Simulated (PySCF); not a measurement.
**Low-lying terms of As³⁺ (arsenic, charge +3)**

Ground state [Ar] 3d10 4s2, ¹S. Computed with PySCF 2.14 in aug-cc-pVDZ-PP with two added diffuse shells each of s, p, d type with ECP10MDF (7s6p5d, 50 functions), with a scalar-relativistic core potential. Vertical excitation energies in eV without spin-orbit coupling; excited terms of each kind are numbered among those the solver found. Frozen: 3s2 3p6.

| term | leading excitation | EOM-EE-CCSD |
| --- | --- | --- |
| 1 3P° | 4s → p | 9.320 |
| 1 1P° | 4s → p | 14.148 |
| 1 3D | 4s → d | 25.985 |
| 1 3S | 4s → s | 26.810 |
| 1 1S | 4s → s | 27.668 |
| 1 1D | 4s → d | 28.871 |
| 2 3P° | 4s → p | 30.727 |
| 2 1P° | 4s → p | 31.108 |
| 2 3D | 4s → d | 36.361 |
| 2 1D | 4s → d | 36.797 |

Only the lower part of the computed list is shown. Doubly excited terms such as np² are absent. The solver can miss terms.
